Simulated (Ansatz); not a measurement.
Basis sets compared for (H2Al-mu-OH)3 (Al₃O₃H₉). Charge 0, multiplicity 1. Geometry PBE-D4/def2-SVP. Ansatz on 4 threads of AMD EPYC 7B13 on a shared host; times are rough, and most runs start from earlier orbitals.

```xyz
15

Al    1.551    0.843   -0.436
H     2.332    2.219   -0.176
H     2.063   -0.373   -1.335
O     1.148    0.162    1.268
Al   -0.100   -1.214    1.582
H    -1.191   -0.616    2.585
H     0.622   -2.630    1.757
O    -0.754   -1.213   -0.182
Al   -1.596    0.129   -1.200
H    -2.802    0.789   -0.386
H    -1.715   -0.488   -2.670
O    -0.150    1.329   -1.066
H     1.378    0.742    2.016
H    -0.429   -1.961   -0.720
H    -0.356    2.281   -1.037
```

B3LYP takes the VWN-RPA correlation.

Binding counts from free atoms (Al doublet, H doublet, O triplet) in the same basis, without a counterpoise term.

```csv
level,functions,energy (Eh),HOMO (eV),LUMO (eV),binding per atom (eV),wall time
HF/STO-3G,51,-944.1042,-8.64,10.80,3.48,0.25 s
HF/6-31G,84,-955.6858,-11.18,2.57,2.36,0.5 s
PBE-D4/def2-SVP,141,-957.5544,-6.68,-0.80,3.44,1.4 s
B3LYP-D4/6-31G,84,-958.5617,-7.85,-0.36,3.24,1.4 s
PBE0-D4/def2-SVP,141,-957.6430,-7.99,0.04,3.40,2 s
```

(1) Estimate the rows for PBE-D4/def2-TZVP (with forces), B3LYP-D4/def2-TZVP, PBE0-D4/def2-TZVP.

Answers

(1) 
```
                         level  functions  energy (Eh)  HOMO (eV)  LUMO (eV)  binding per atom (eV)  wall time
PBE-D4/def2-TZVP (with forces)        258    -958.0883      -6.75      -1.13                   3.41      3.1 s
            B3LYP-D4/def2-TZVP        258    -958.8617      -7.85      -0.58                   3.43      3.9 s
             PBE0-D4/def2-TZVP        258    -958.1693      -8.03      -0.33                   3.37      4.3 s
```
